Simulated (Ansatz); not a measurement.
Cl$_{2}$H$_{2}$MoN$_{2}$ (`[NH]=[Mo](=[NH])([Cl])[Cl]`) at its PBE0-D4/def2-TZVP geometry, where that method's forces vanish. Total charge 0; spin multiplicity 1. Mo takes the def2 core potential.

| atom | x (Å) | y (Å) | z (Å) |
| --- | --- | --- | --- |
| N1 | 1.174 | -0.235 | 0.875 |
| Mo2 | -0.400 | 0.054 | 0.268 |
| N3 | -0.328 | 0.121 | -1.441 |
| Cl4 | -1.705 | -1.709 | 0.844 |
| Cl5 | -1.075 | 2.085 | 1.018 |
| H6 | 2.167 | -0.395 | 0.760 |
| H7 | 0.166 | 0.079 | -2.323 |

Question: For each bond, give half the difference of the two atoms' forces along it (eV/Å; positive pushes the atoms apart) under PBE-D4, r2SCAN-D4, B3LYP-D4, ωB97M-V in def2-TZVPP. (Estimate.)

Answer: Computed: 
```
   bond  length (Å)  PBE-D4  r2SCAN-D4  B3LYP-D4  ωB97M-V
 N1–Mo2       1.712    0.68       0.43      0.37    -0.30
  N1–H6       1.012   -0.14      -0.21     -0.27     0.10
 Mo2–N3       1.712    0.68       0.43      0.38    -0.30
Mo2–Cl4       2.268   -0.14      -0.07      0.11     0.23
Mo2–Cl5       2.268   -0.14      -0.07      0.11     0.23
  N3–H7       1.012   -0.14      -0.21     -0.27     0.10
```

B3LYP here is the variant with VWN-RPA as its local correlation; programs differ in this.
